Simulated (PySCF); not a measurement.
In(Cl)2(Et) (C2H5Cl2In), SMILES C[CH2][In]([Cl])[Cl].

The structure is a stationary point at PBE-D3(BJ)/def2-SVP. The structure was generated by enumeration; whether it is a known compound was not checked. The def2 effective core potentials stand for the cores of In; spin–orbit coupling is left out. The values are those of a single conformer.

Two levels are set side by side: TDA-PBE/def2-SVPD (PySCF) and TDA-ωB97X/def2-SVPD (PySCF). Vertical, same geometry. The lowest singlet is HOMO−1→LUMO 96 % with PBE and HOMO→LUMO+1 97 % with the other functional; states are paired by order. Differences are taken from unrounded values.

| quantity | TDA-ωB97X |
|---|---|
| lowest singlet excitation (eV) | 5.71 |
| lowest triplet excitation (TDA) (eV) | 4.66 |
| first bright state (f over 0.05) (eV) | 6.00 |
| its oscillator strength | 0.24 |

Task: What does TDA-PBE give, and how far is it from TDA-ωB97X? (An estimate is asked for; the answer gives what the named calculation found.)

Result: 
```json
[
 {"quantity": "lowest singlet excitation (eV)", "TDA-PBE": "4.59", "TDA-PBE minus TDA-ωB97X": "-1.12"},
 {"quantity": "lowest triplet excitation (TDA) (eV)", "TDA-PBE": "3.90", "TDA-PBE minus TDA-ωB97X": "-0.76"},
 {"quantity": "first bright state (f over 0.05) (eV)", "TDA-PBE": "4.72", "TDA-PBE minus TDA-ωB97X": "-1.28"},
 {"quantity": "its oscillator strength", "TDA-PBE": "0.08", "TDA-PBE minus TDA-ωB97X": "-0.16"}
]
```

A lower first singlet is the usual sign of a functional without exact exchange. Differences between two approximate levels are no errors against the true value.

Rough cost on one machine, each run with all the roots and properties that it gave: TDA-ωB97X against TDA-PBE about 4 times.
